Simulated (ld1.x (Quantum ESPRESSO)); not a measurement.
## molybdenum, TM: configuration errors across variants

```json
{
  "Element": "molybdenum (Mo)",
  "Generator": "ld1.x (Quantum ESPRESSO) 7.5",
  "Type": "norm-conserving Troullier–Martins (Kleinman–Bylander form)",
  "Functional": "PBE",
  "Relativity": "scalar-relativistic",
  "Frozen core": "[Ar] 3d10 4s2",
  "Valence charge": "12",
  "Reference configuration": "4p6 4d4.5 5s0 5p0 (charge +1.5)",
  "Partial waves": "5s (bound, empty): rc 2.85 bohr; 4d (bound): rc 1.55 bohr; 4p (bound): rc 1.55 bohr",
  "Local potential": "the p channel",
  "Core correction": "Bessel-smoothed model core, default radius (core density twice the valence density)"
}
```

All-electron excitation energies from the reference (eV): (1) 4p6 4d5 5s1 5p0 -13.318; (2) 4p6 4d5 5s0 5p0 -6.428; (3) 4p6 4d4 5s0 5p0 9.034; (4) 4p6 4d4 5s2 5p0 -13.119; (5) 4p5 4d5 5s1 5p0 30.649; (6) 4p6 4d3 5s0 5p0 35.778; (7) 4p6 4d2 5s0 5p0 75.282.

A true bound ghost makes a file unfit for plane-wave use even where its test errors are small: the radial tests pick states by their node count and pass the ghost by.

Errors AE − PS in meV (a dash: test not solved or not reliable):

| change | (1) | (2) | (3) | (4) | (5) | (6) | (7) | bound ghosts |
| --- | --- | --- | --- | --- | --- | --- | --- | --- |
| base | -1.2 | -0.8 | -1.2 | -57 | -141 | -20 | -83 | s |
| all radii but the core radius scaled by about 0.77 (s 2.20, p 1.20, d 1.20 bohr) | -20 | -1.3 | -1.3 | -35 | -106 | -25 | -102 | s |
| all radii but the core radius scaled by about 0.83 (s 2.36, p 1.28, d 1.28 bohr) | -11 | -1.3 | -1.4 | -49 | -121 | -25 | -102 | s |
| all radii but the core radius scaled by about 0.93 (s 2.66, p 1.44, d 1.44 bohr) | -3.1 | -1.0 | -1.4 | -58 | -136 | -23 | -94 | s |
| all radii but the core radius scaled by about 1.10 (s 3.12, p 1.70, d 1.70 bohr) | -1.5 | -0.4 | -0.7 | -49 | -140 | -14 | -63 | s |
| all radii but the core radius scaled by about 1.21 (s 3.46, p 1.88, d 1.88 bohr) | -6.7 | 0.0 | -0.1 | -37 | -133 | -6.4 | -35 | s |
| all radii but the core radius scaled by about 1.30 (s 3.70, p 2.02, d 2.02 bohr) | -16 | +0.4 | +0.4 | -30 | -125 | -0.6 | -13 | s |
| all radii but the core radius scaled by about 1.37 (s 3.92, p 2.12, d 2.12 bohr) | -25 | +0.5 | +0.5 | -29 | -118 | +2.5 | +1.7 | s |

Question: Give the same row for: all radii but the core radius scaled by about 1.03 (s 2.94, p 1.60, d 1.60 bohr).

Answer: -1.4, -0.7, -1.2, -55, -139, -19, -79; bound ghosts: s.
